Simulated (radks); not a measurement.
Question: Species: the calcium ion Ca11+. Configuration: 1s1.5 2s2 2p5 3d0.5 (fractional occupations, a model configuration). All-electron calculation, scalar-relativistic Kohn-Sham, revPBE, spin-polarised, spherical densities, point nucleus; open shells are filled with parallel spins first. Program: a radial shooting solver on a logarithmic mesh with Libxc functionals. Some entries of the table are withheld. Estimate them.

orbital,occ.,eigenvalue (eV),<r> (bohr),<r^2> (bohr^2)
1s up,1,-4411.933,0.07602,0.007760
1s down,0.5,-4376.429,0.07622,0.007805
2s up,1,-730.8750,0.3451,(1)
2s down,1,-723.2229,0.3464,(2)
2p up,3,-661.7656,0.3033,0.1127
2p down,2,-653.3587,0.3051,0.1140
3d up,0.5,-211.9158,0.8232,0.7844
3d down,0,-208.4304,0.8227,0.7821

Answer: 
(1) 2s up <r^2> (bohr^2): 0.1402
(2) 2s down <r^2> (bohr^2): 0.1413
